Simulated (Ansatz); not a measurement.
Mulliken charges of CH5CdNO (`C[O][Cd][NH2]`) from r2SCAN/def2-TZVPP in Ansatz (PBE0-D4/def2-TZVP geometry).

| atom | x (Å) | y (Å) | z (Å) | charge (e) |
| --- | --- | --- | --- | --- |
| C1 | -0.816 | -0.073 | 1.896 | 0.056 |
| O2 | -0.390 | -0.922 | 0.870 | -0.603 |
| Cd3 | 0.349 | -0.248 | -0.822 | 0.738 |
| N4 | 1.099 | 0.467 | -2.534 | -0.600 |
| H5 | -0.012 | 0.561 | 2.299 | 0.034 |
| H6 | -1.186 | -0.687 | 2.726 | 0.041 |
| H7 | -1.640 | 0.593 | 1.597 | 0.034 |
| H8 | 0.553 | 0.170 | -3.336 | 0.150 |
| H9 | 2.044 | 0.138 | -2.696 | 0.150 |

Q: By hand: the dipole of these point charges (1 e Å = 4.8032 D).

A: Σ q r = (0.072, 0.146, -0.165) e Å, of length 0.232 e Å = 1.11 D.

Q: How does the dipole of the full density compare? (Estimate.)

A: The calculation gave: (0.097, 0.023, -0.227) e Å, 1.19 D; the point charges give 0.93 times that, at 34° from its direction.

Point charges leave out the atoms' own dipoles, such as those of lone pairs, and Mulliken's split depends on the basis, so the two needn't agree.
